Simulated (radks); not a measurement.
Problem. Charge is removed step by step from the 3p down level of Yb52+, starting from [Ne] 3s2 3p(up 3, down 3). Calculated with a radial shooting solver on a logarithmic mesh with Libxc functionals: scalar-relativistic Kohn-Sham, PBE, spin-polarised, spherical densities, point nucleus. At the starting occupation the eigenvalue is -5019.8 eV. Estimate the energy to remove one whole electron from this level, the eigenvalue at the end, and how far E(n) bends from a straight line.

Solution. Delta-SCF 5073.4 eV; final eigenvalue -5132.2 eV; the deviation from the straight line is -14.063 eV at 0.5 electron removed, the largest on the grid computed. Slater's transition state (half an electron removed) gives 5076.1 eV. Integrating minus the eigenvalue over the occupation (Janak's theorem) gives 5076.0 eV. In this scalar-relativistic scheme the density is built from large components alone, so the theorem holds only approximately. The mean slope of the eigenvalue, de/dn, is 112 eV per electron. Ionisation energy of Yb52+ in the NIST Atomic Spectra Database: 4988 eV (theoretical).
